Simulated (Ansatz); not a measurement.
The cluster Sn₂Se⁺, 3 atoms. Hardware: 4 threads of Arm Neoverse V2 on a shared host.

In the def2 sets Sn takes a core potential; there is no spin–orbit coupling. Correlated methods freeze 17 core orbitals; core or outer-core shells of Sn, Se are correlated, in sets that lack core-valence functions.

Task: How many basis functions does each of these Ansatz runs have, and roughly what does it cost? PBE-D4/def2-TZVP, charge 0 singlet at the geometry of the charge 1 doublet, energy, from earlier orbitals; PBE-D4/def2-TZVP, charge 1 doublet, energy, from earlier orbitals; r2SCAN-D4/def2-TZVP, charge 0 singlet at the geometry of the charge 1 doublet, energy, from earlier orbitals; PBE0-D4/def2-TZVP, charge 0 singlet at the geometry of the charge 1 doublet, energy, from earlier orbitals; PBE with 35 % exact exchange/def2-TZVP, charge 1 doublet, energy, from earlier orbitals; PBE with 5 % exact exchange/def2-TZVP, charge 1 quartet, energy, from earlier orbitals; r2SCANh-D4/def2-TZVP, charge 1 doublet, energy, from earlier orbitals; PBE0-D4/def2-TZVP, charge 0 triplet at the geometry of the charge 1 doublet, energy; PBE with 15 % exact exchange/def2-TZVP, charge 1 quartet, energy, from earlier orbitals; r2SCAN-D4/def2-TZVP, charge 1 quartet, relaxation, 5 steps; ωB97X-V/def2-TZVP, charge 1 quartet, energy, from earlier orbitals; PBE-QIDH/def2-TZVP, charge 1 doublet, energy, from earlier orbitals.

Result: Other jobs shared the machine, so times can vary by a factor of up to 3. A dash marks memory too small to be measured apart from the calling script's.

```tsv
run	functions	fitting or Cholesky vectors	wall time	peak host memory (GiB)
PBE-D4/def2-TZVP, charge 0 singlet at the geometry of the charge 1 doublet, energy, from earlier orbitals	148	1163	1.2 s	–
PBE0-D4/def2-TZVP, charge 0 singlet at the geometry of the charge 1 doublet, energy, from earlier orbitals	148	1334	2.1 s	–
PBE-D4/def2-TZVP, charge 1 doublet, energy, from earlier orbitals	148	1163	2.1 s	–
r2SCAN-D4/def2-TZVP, charge 0 singlet at the geometry of the charge 1 doublet, energy, from earlier orbitals	148	1163	2.9 s	–
PBE with 35 % exact exchange/def2-TZVP, charge 1 doublet, energy, from earlier orbitals	148	1294	3.2 s	–
PBE with 5 % exact exchange/def2-TZVP, charge 1 quartet, energy, from earlier orbitals	148	1163	3.2 s	–
PBE with 15 % exact exchange/def2-TZVP, charge 1 quartet, energy, from earlier orbitals	148	1286	3.3 s	–
PBE0-D4/def2-TZVP, charge 0 triplet at the geometry of the charge 1 doublet, energy	148	1294	4.9 s	0.61
PBE-QIDH/def2-TZVP, charge 1 doublet, energy, from earlier orbitals	148	1294	6 s	–
r2SCANh-D4/def2-TZVP, charge 1 doublet, energy, from earlier orbitals	148	1196	6.5 s	0.59
ωB97X-V/def2-TZVP, charge 1 quartet, energy, from earlier orbitals	148	1286	14 s	0.73
r2SCAN-D4/def2-TZVP, charge 1 quartet, relaxation, 5 steps	148	1163	38 s	–
```
